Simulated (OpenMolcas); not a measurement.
An OpenMolcas run meant for I III (ANO-RCC-VDZ, X2C; inactive shells 1s 2s 2p 3s 3p 3d 4s 4p 4d 5s; intended active space 3 electrons in 3 orbitals (5p)). One step of its input:

```
&RASSCF
FileOrb=start.orb
Symmetry=2
Spin=4
nActEl=3 0 0
Inactive=15 9
Ras2=0 3
CIRoot=1 1 1
SDav=1
CIMx=300
Iter=3 100
PrWF=0.3
OrbListing=Nothing
MaxOrb=0
Atom
>>> COPY $Project.JobIph JOB001
```

Lines from the output:

```
...
          iter iter root      energy       change     param      element    value   shift minimum  type update
 Nr of preliminary CI iterations:   1
      Total energies have been shifted. Add                -7000.00 au
        1   1    5    1  -111.57215264    0.00E+00   1.57E-01*  15  16 1  2.30E-01*  0.00   0.00    SX    NO
        2   1    4    1  -111.65527920   -8.31E-02* -2.34E-03    8  14 2  1.79E-02*  0.00   0.00    SX    NO
        3   1    3    1  -111.65546705   -1.88E-04*  3.21E-04   15  16 1  6.38E-04*  0.00   0.00    SX    NO
      No convergence after  3 iterations
        4   1    3    1  -111.65546757   -5.23E-07*  3.21E-04    7  13 2  5.31E-05   0.00   0.00    SX    NO
      Natural orbitals and occupation numbers for root  1
      sym 2:   1.000000   1.000000   1.000000
::    RASSCF root number  1 Total energy:  -7111.65546757
                  YZ=  5.0639E-16              ZZ= -1.1707E-13
--
  Molden files will not be produced
      Average orbitals are written to the RASORB file
--- Stop Module: rasscf at  /rc=_RC_NOT_CONVERGED_ ---
.#######################.
.# Convergence problem #.
.#######################.
```

Task: What is wrong with the input?

Result: The iteration limit is far too low, so the equations stop before they converge.
